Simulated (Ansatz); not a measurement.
`F[SiH](F)C#C[SiH3]` + `BOC` → `BOC[SiH](F)F` + `C#C[SiH3]`  (formal exchange of groups at the Si–C bond)

Calculated with Ansatz (gas phase, PBE0-D4/def2-TZVP geometries, no zero-point term in ΔE). CCSD(T)/CBS adds triple-zeta CCSD(T) − MP2 to the extrapolated MP2 energy (def2 sets, frozen cores). Functionals use def2-TZVPP. B3LYP here is the variant with VWN-RPA as its local correlation; programs differ in this. One conformer a species, not always the lowest.

`F[SiH](F)C#C[SiH3]`:

Cartesian coordinates in Å:
```
F 2.304 2.223 -0.768
Si 1.272 2.000 0.410
F 0.301 3.249 0.437
C 0.307 0.506 0.079
C -0.324 -0.516 -0.099
Si -1.281 -2.052 -0.381
H 2.005 1.937 1.682
H -2.021 -1.922 -1.658
H -0.336 -3.192 -0.447
H -2.226 -2.233 0.746
```

`BOC`:

Z-matrix (Å, degrees):
```
C
O 1 1.413
H 1 1.092 2 108.8
H 1 1.092 2 108.9 3 118.3
H 1 1.094 2 111.3 3 -120.8
B 2 1.339 1 122.3 3 121.0
H 6 1.196 2 116.9 1 180.0
H 6 1.204 2 120.2 1 0.0
```

`BOC[SiH](F)F`:

Z-matrix (Å, degrees):
```
C
O 1 1.423
Si 1 1.870 2 109.1
H 1 1.095 2 108.6 3 120.1
H 1 1.097 2 111.0 3 -121.8
B 2 1.343 1 122.3 3 116.1
F 3 1.588 1 108.0 2 -176.2
F 3 1.585 1 110.1 2 66.7
H 3 1.475 1 113.5 2 -54.9
H 6 1.195 2 116.6 1 -178.9
H 6 1.203 2 120.0 1 1.1
```

`C#C[SiH3]`:

Cartesian coordinates in Å:
```
C -0.592 -0.620 -1.764
C -0.228 -0.239 -0.679
Si 0.322 0.338 0.961
H -0.913 -0.957 -2.723
H -0.011 1.775 1.113
H -0.367 -0.448 2.013
H 1.789 0.151 1.079
```

Task: Is it downhill or uphill in electronic energy at CCSD(T)/CBS, and by how much? (An estimate is asked.)

Result: The calculation gave: Uphill: ΔE = +0.56 eV.

Task: What do these levels give: PBE-D4, r2SCAN-D4, ωB97M-V, B2PLYP, r2SCAN, B3LYP, CCSD(T)/def2-TZVPP, MP2/def2-QZVPP, SCS-MP2/def2-QZVPP, HF/CBS(def2), MP2/CBS(def2), CCSD/CBS(def2)? (Estimate.)

Result: The calculation gave: PBE-D4 0.54, r2SCAN-D4 0.58, ωB97M-V 0.52, B2PLYP 0.60, r2SCAN 0.58, B3LYP 0.58, CCSD(T)/def2-TZVPP 0.57, MP2/def2-QZVPP 0.61, SCS-MP2/def2-QZVPP 0.61, HF/CBS(def2) 0.63, MP2/CBS(def2) 0.60, CCSD/CBS(def2) 0.56 eV.

Largest T1 diagnostic among the species: 0.014.
